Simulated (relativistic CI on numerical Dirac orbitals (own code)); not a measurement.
**Ni³⁺ in a cubic cluster: 2p photoemission with charge transfer**

Computed with a charge-transfer multiplet model of a cubic metal-ligand cluster with up to 2 ligand holes, Slater and spin-orbit integrals from Dirac-Coulomb-Breit ions, Slater integrals scaled by 0.8. The parameters are those of a tetrahedral site (10Dq negative, t2 hopping the larger). The ground state mixes d7 with configurations of k ligand holes L, whose averages lie at kΔ + k(k − 1)U_dd/2; a core hole lowers each added d electron by U_cd. 300 K, Lorentzian 0.6 eV and Gaussian 0.8 eV FWHM.

Atomic integrals in eV (Slater integrals scaled, ζ unscaled), ground: F2dd 10.578, F4dd 6.603, zeta_d 0.089; with the core hole: F2dd 11.936, F4dd 7.492, zeta_d 0.124, zeta_core 11.400, F2cd 7.214, G1cd 5.576, G3cd 3.173.

Cluster parameters (eV): U_dd = 6.4, U_cd = 8.1, 10Dq = -0.15, 10Dq(ligand) = 0, V(eg) = 1.05, V(t2g) = -1.78, final-state hopping factor = 1.

```tsv
Case	n_d	d7	d8L	d9L2	S
Δ = -3.3 eV	7.91	0.23	0.64	0.13	1.50
Δ = -1.3 eV	7.66	0.40	0.54	0.06	1.50
Δ = -0.3 eV	7.54	0.50	0.46	0.04	1.50
Δ = 0.7 eV	7.43	0.60	0.38	0.03	1.50
Δ = 1.7 eV	7.34	0.68	0.30	0.02	1.50
```

Weights, n_d and S are thermal averages at 300 K. Binding energies count from the first peak over 30 % of the highest in each spectrum, which can be another peak from case to case. The parameters are a model scan and need not match a compound or its usual spin state. Peaks in eV (height, largest 100):
- Δ = -3.3 eV: 0.0 (100), 3.7 (28), 8.3 (29), 10.4 (16), 17.8 (47), 25.5 (26), 27.3 (10)
- Δ = -1.3 eV: 0.0 (100), 4.1 (27), 5.8 (20), 7.6 (30), 9.6 (18), 14.5 (12), 17.9 (49), 24.8 (24), 26.4 (14), 32.2 (8)
- Δ = -0.3 eV: 0.0 (100), 4.3 (27), 7.5 (31), 9.6 (22), 10.6 (22), 13.4 (15), 18.0 (50), 24.8 (24), 26.1 (16), 31.0 (11)
- Δ = 0.7 eV: 0.0 (100), 4.8 (26), 6.8 (33), 9.8 (29), 12.4 (16), 15.3 (10), 18.2 (49), 25.0 (25), 30.2 (13)
- Δ = 1.7 eV: 0.0 (100), 6.3 (44), 9.8 (34), 14.3 (10), 16.0 (10), 18.4 (49), 25.2 (29), 29.5 (13), 31.1 (5)

For the case Δ = -0.3 eV, Δ = -0.3 eV is smaller than U_dd = 6.4 eV, the charge-transfer side of the Zaanen-Sawatzky-Allen scheme (negative Δ: between configuration averages a ligand hole costs less than the nominal valence; multiplet and field energies can change this for the lowest states). With the core hole the configuration with one ligand hole lies at Δ − U_cd = -11.4, -9.4, -8.4, -7.4, -6.4 eV from the one without, in the order of the table; where this is negative the screened configuration lies lower.

With at most 2 ligand holes the space is cut while the next configuration still counts, so covalency is underestimated, and a final configuration with one more ligand hole, which can lie low, is missing from the spectra.
